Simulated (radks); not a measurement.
Values are calculated unless marked as measured or tabulated.
Orbital eigenvalues (eV) of the argon ion Ar2+, [Ne] 3s2 3p4, at several levels of relativity; Dirac values are averaged over j with weights 2j + 1. Spin-unpolarised spherical Kohn-Sham, PBE, point nucleus unless stated (finite: rms radius 3.4274 fm), a radial shooting solver on a logarithmic mesh with Libxc functionals. A level marked "c x" has the speed of light scaled by that factor and shares open shells by 2j + 1; other Dirac levels either fill j = l - 1/2 first or share by 2j + 1.

[
 {"shell": "1s", "non-rel.": "-3137.4", "scalar-rel.": "-3151.2", "Dirac, low j first": "-3150.8", "Dirac, c x 10": "-3137.6", "change of magnitude, last against first (%)": "0.00"},
 {"shell": "2s", "non-rel.": "-324.73", "scalar-rel.": "-327.01", "Dirac, low j first": "-326.93", "Dirac, c x 10": "-324.75", "change of magnitude, last against first (%)": "+0.01"},
 {"shell": "2p", "non-rel.": "-259.87", "scalar-rel.": "-260.01", "Dirac, low j first": "-259.92", "Dirac, c x 10": "-259.87", "change of magnitude, last against first (%)": "0.00"},
 {"shell": "3s", "non-rel.": "-50.283", "scalar-rel.": "-50.552", "Dirac, low j first": "-50.530", "Dirac, c x 10": "-50.286", "change of magnitude, last against first (%)": "+0.01"},
 {"shell": "3p", "non-rel.": "-35.428", "scalar-rel.": "-35.423", "Dirac, low j first": "-35.404", "Dirac, c x 10": "-35.428", "change of magnitude, last against first (%)": "0.00"},
 {"shell": "3d (empty)", "non-rel.": "-14.797", "scalar-rel.": "-14.734", "Dirac, low j first": "-14.723", "Dirac, c x 10": "-14.796", "change of magnitude, last against first (%)": "0.00"},
 {"shell": "4s (empty)", "non-rel.": "-13.189", "scalar-rel.": "-13.234", "Dirac, low j first": "-13.230", "Dirac, c x 10": "-13.189", "change of magnitude, last against first (%)": "0.00"}
]
